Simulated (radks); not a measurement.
Results of a calculation; reference values are marked as such.
Task: Nd, 60 electrons, occupied as [Xe] 4f4 6p2 (not the ground configuration). Code: a radial shooting solver on a logarithmic mesh with Libxc functionals. Model: scalar-relativistic Kohn-Sham, XLYP, spin-polarised, spherical densities, finite nucleus; open shells are filled with parallel spins first (spin-orbit coupling, left out, can overturn this in heavy ions); Fermi nuclear charge, rms radius 4.9123 fm. Some entries of the table are withheld. Estimate them.

| orbital | occ. | eigenvalue (eV) | <r> (bohr) | <1/r> (bohr^-1) |
|---|---|---|---|---|
| 1s up | 1 | -43408.24 | 0.02363 | 66.05 |
| 1s down | 1 | -43408.23 | 0.02363 | 66.05 |
| 2s up | 1 | -7022.337 | 0.1010 | 15.26 |
| 2s down | 1 | -7022.322 | 0.1010 | 15.26 |
| 2p up | 3 | -6278.369 | 0.08878 | 14.39 |
| 2p down | 3 | -6278.355 | 0.08878 | 14.39 |
| 3s up | 1 | -1524.798 | 0.2664 | 5.560 |
| 3s down | 1 | -1523.751 | 0.2663 | 5.563 |
| 3p up | 3 | -1290.147 | 0.2646 | 5.254 |
| 3p down | 3 | -1289.104 | 0.2644 | 5.257 |
| 3d up | 5 | -964.3114 | 0.2418 | 4.987 |
| 3d down | 5 | -963.5013 | 0.2416 | 4.990 |
| 4s up | 1 | -305.4864 | 0.6075 | 2.327 |
| 4s down | 1 | -302.5765 | 0.6073 | 2.327 |
| 4p up | 3 | -228.6544 | 0.6434 | 2.143 |
| 4p down | 3 | -225.7338 | 0.6432 | 2.143 |
| 4d up | 5 | -119.4419 | (1) | 1.872 |
| 4d down | 5 | -116.5223 | (2) | 1.872 |
| 5s up | 1 | -43.0864 | 1.466 | 0.9028 |
| 5s down | 1 | -41.2534 | 1.481 | 0.8916 |
| 5p up | 3 | (3) | 1.716 | 0.7617 |
| 5p down | 3 | (4) | 1.744 | 0.7477 |
| 4f up | 4 | -4.4887 | 1.091 | 1.257 |
| 6p up | 2 | (5) | 5.519 | 0.2246 |
| 4f down | 0 | -2.0168 | 1.173 | 1.213 |

Result: 
(1) 4d up <r> (bohr): 0.7075
(2) 4d down <r> (bohr): 0.7077
(3) 5p up eigenvalue (eV): -24.5132
(4) 5p down eigenvalue (eV): -23.1049
(5) 6p up eigenvalue (eV): -2.2551
